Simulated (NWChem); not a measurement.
System: C₂H₆STe; SMILES CC[Te]S

Here is an NWChem input.

```
start job
memory heap 200 mb stack 900 mb global 1100 mb
geometry units angstroms noautoz
  Te     0.708829    -0.163456     0.001381
  C     -0.237857     1.711228    -0.562964
  C     -1.322571     2.168019     0.387004
  H     -0.610205     1.574334    -1.588206
  H      0.608140     2.417278    -0.607434
  H     -0.927923     2.352333     1.397330
  H     -2.118392     1.411470     0.467037
  H     -1.783312     3.101933     0.023404
  S     -1.295457    -1.509137     0.037474
  H     -1.289200    -1.866491    -1.267920
end
basis spherical
  Te library def2-svp
  C library def2-svp
  H library def2-svp
  S library def2-svp
end
ecp
  Te library def2-ecp
end
dft
  xc xpbe96 cpbe96
  iterations 150
  mulliken
end
task dft energy
```

All runs use the structure optimised with PBE0/def2-SVP. Not confirmed as a minimum by frequencies. def2 effective core potentials on Te; no spin-orbit coupling.

### Question
What results follow from this input? (PBE/def2-SVP with def2 effective core potentials on Te.) Quantities: energy (Ha); highest occupied level (eV); orbital gap (eV); dipole (D).

### Answer
```yaml
energy (Ha): -745.56
highest occupied level (eV): -5.03
orbital gap (eV): 2.82
dipole (D): 1.75
```
